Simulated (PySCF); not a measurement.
## Ni: ionisation energy

Ni [Ar] 3d8 4s2 (3F) → Ni⁺ [Ar] 3d9 (2D), as a difference of total energies. Computed with PySCF 2.14 in x2c-TZVPPall with one added diffuse shell each of s, p, d, f type (7s6p5d3f1g, 80 functions), with scalar relativity by spin-free X2C-1e. Correlated levels: valence: [Ar] frozen; valence and next inner shell: [Ne] frozen. The calculations carry no spin-orbit coupling.

| method | ionisation energy (eV) | plus first-order spin-orbit estimate | error of that sum (eV) |
| --- | --- | --- | --- |
| UHF | 8.224 | 8.271 | +0.631 |
| LDA | 7.622 | 7.669 | +0.029 |
| PBE | 7.708 | 7.756 | +0.116 |
| PBE0 | 7.800 | 7.848 | +0.208 |
| wB97X-V | 7.391 | 7.438 | -0.202 |
| TPSS | 7.682 | 7.729 | +0.089 |
| PW91 | 7.759 | 7.807 | +0.167 |
| MP2 (valence) | 7.004 | 7.051 | -0.589 |
| SCS-MP2 (valence) | 7.219 | 7.267 | -0.373 |
| MP2 (valence and next inner shell) | 6.527 | 6.575 | -1.065 |
| SCS-MP2 (valence and next inner shell) | 6.854 | 6.902 | -0.738 |

Reference: 7.640 eV (measured; NIST Atomic Spectra Database, ionization energies).

A first-order spin-orbit estimate (lowest level to lowest level, LS coupling) adds 0.048 eV.

Errors of the correlated levels include the incompleteness of this basis and the frozen core.

MP2 underrates the near-degeneracy of ns² with np² in the lower species.
